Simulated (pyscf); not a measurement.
## `[NH2][V](=[O])([F])[F]`, singlet

Gas-phase minimum from PySCF at ωB97X-D3(BJ)/def2-SVP, one conformer. 

```
V
O 1 1.5313
F 1 1.7221 2 111.12
F 1 1.7223 2 111.04 3 -121.90
N 1 1.7878 2 104.87 4 -119.05
H 5 1.0164 1 125.96 2 -0.16
H 5 1.0194 6 112.80 1 179.40
```
Charge 0, spin multiplicity 1.

Properties at ωB97X-D3(BJ)/def2-SVP:

```yaml
harmonic_wavenumbers_unscaled: 217, 222, 251, 286, 307, 445, 510, 638, 749, 819, 829, 1226, 1499, 3578, 3699 cm⁻¹
zero_point_energy: 21.8 kcal/mol
rotational_symmetry_number: 1
Entropy of this conformer at 298 K and 1 atm, rigid rotor and harmonic oscillator, modes under 100 cm⁻¹ raised to 100: 324.7 J/(mol K)
dipole_moment: 3.44 D
```

Single-point totals, which compare only within one level:

```
level                   total energy (hartree)
----------------------  ----------------------
ωB97X-D3(BJ)/def2-TZVP             -1275.18866
PBE/def2-TZVP                      -1274.69564
r²SCAN/def2-TZVP                   -1275.06039
B3LYP-D3(BJ)/def2-TZVP             -1275.23119
PBE0-D3(BJ)/def2-TZVP              -1274.65342
M06-2X/def2-TZVP                   -1274.97917
ωB97M-D3(BJ)/def2-TZVP             -1275.27071
```
